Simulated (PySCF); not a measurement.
# Broadened absorption spectrum of C5H16N2Si2

Compound: C5H16N2Si2.
SMILES: `CCC(C)(C)[SiH]1N[SiH2]N1`

Computed with PySCF 2.14.0, density-fitted response routines, TDDFT PBE0/def2-SVPD, vertical, gas phase, core orbitals frozen in the response. Isolated species at its PBE0-D3(BJ)/def2-SVP geometry (one conformer only). Torsions of this conformer, `[CH3:1][CH2:2][C:3]([CH3:4])([CH3:5])[SiH:6]1[NH:7][SiH2:8][NH:9]1`: C1–C2–C3–C4 64°, C2–C3–Si6–N7 83°.

Each state is given a Gaussian of 0.5 eV full width at half maximum, with ε(max) = 2.175×10⁸ f / Δν̃ (Δν̃ the width in cm⁻¹). The width is an assumption, not a result. The curve ends short of the highest state used, and states not computed would add to its high-energy end.

| λ (nm) | ε (L mol⁻¹ cm⁻¹) |
| --- | --- |
| 183.8 | 695 |
| 185.1 | 709 |
| 186.4 | 733 |
| 187.7 | 760 |
| 189.0 | 781 |
| 190.3 | 787 |
| 191.7 | 773 |
| 193.0 | 738 |
| 194.3 | 687 |
| 195.6 | 626 |
| 196.9 | 562 |
| 198.2 | 505 |
| 199.5 | 462 |
| 200.9 | 440 |
| 202.2 | 446 |
| 203.5 | 477 |
| 204.8 | 531 |
| 206.1 | 603 |
| 207.4 | 686 |
| 208.8 | 779 |
| 210.1 | 860 |
| 211.4 | 927 |
| 212.7 | 975 |
| 214.0 | 999 |
| 215.3 | 997 |
| 216.6 | 971 |
| 218.0 | 919 |
| 219.3 | 851 |
| 220.6 | 771 |
| 221.9 | 684 |
| 223.2 | 593 |
| 224.5 | 505 |
| 225.9 | 415 |
| 227.2 | 340 |
| 228.5 | 273 |
| 229.8 | 216 |
| 231.1 | 168 |
| 232.4 | 129 |
| 233.7 | 98 |
| 235.1 | 71 |
| 236.4 | 52 |
| 237.7 | 38 |
| 239.0 | 27 |
| 240.3 | 19 |
| 241.6 | 14 |
| 243.0 | 9 |
| 244.3 | 6 |
| 245.6 | 4 |
| 246.9 | 3 |
| 248.2 | 2 |
| 249.5 | 1 |
| 250.8 | 1 |
| 252.2 | 1 |
| 253.5 | 0 |
| 254.8 | 0 |
| 256.1 | 0 |

Q: Locate the maxima and give the states behind the curve.

A: 215 nm (5.78 eV), ε about 1000, made up of S2 (96%); 190 nm (6.52 eV), ε about 790, made up of S3 (85%) (ε in L mol⁻¹ cm⁻¹; maxima over ε = 5, shares over 10%). The states used: S1 5.59 eV (f 0.0009); S2 5.78 eV (f 0.018); S3 6.47 eV (f 0.013); S4 6.62 eV (f 0.0006); S5 6.83 eV (f 0.0027); S6 6.97 eV (f 0.0058); S7 7.19 eV (f 0.0016); S8 7.30 eV (f 0.0093); S9 7.31 eV (f 0.017); S10 7.35 eV (f 0.0036).

Q: What would ε be at 5.78 eV, the highest of these maxima, with half the width (0.25 eV)?

A: About 1950 L mol⁻¹ cm⁻¹ against 1000, a factor of about 1.9; a lone state at its own centre would give exactly 2.

Q: Coming from long wavelengths, where does ε first pass 100 L mol⁻¹ cm⁻¹?

A: At about 234 nm (5.31 eV), 0.28 eV below S1.

Q: Does any computed singlet lie in the visible range?

A: No computed singlet lies in the visible range (380 to 750 nm); the lowest, at 222 nm, stands 2.33 eV above its violet end (3.26 eV).

The vertical ionisation energy (ΔSCF) is 8.52 eV, 1.18 eV above S10.

Run on one thread, Arm Neoverse V2 (aarch64), no GPU, shared host.
